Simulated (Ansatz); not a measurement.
System: GeTe (charge +1, doublet). SMILES of the parent species: [Ge]=[Te]
Geometry from a B3LYP-D3(BJ)/def2-TZVP (Ansatz, a program for electronic structure) optimisation:
```xyz
2

Ge     0.0000     0.0000    -1.5536
Te     0.0000     0.0000     0.9560
```
Charge +1, spin multiplicity 2.

Parts of the frozen-core correlation energy in def2-SVP (Ansatz, hartree). Frozen orbitals: 23; correlated occupied orbitals by spin: 5 and 4; virtual: 30 and 31. Open shells are spin-unrestricted. No spin-orbit coupling. In def2 rows, elements after Kr have scalar-relativistic effective core potentials.

| term | value |
|---|---|
| reference (HF) | -2341.84241 |
| MP2 opposite-spin | … |
| MP2 same-spin | … |
| CCSD correlation | -0.15883 |
| (T) | … |
| CCSDT minus CCSD(T) | -0.00177 |
| T1 diagnostic | 0.038 |
| largest doubles amplitude | 0.107 |
| <S^2> of the reference | 0.833 |

### Question
Some entries are withheld; supply them.

### Answer

- MP2 opposite-spin, value: -0.10174
- MP2 same-spin, value: -0.02991
- (T), value: -0.00751
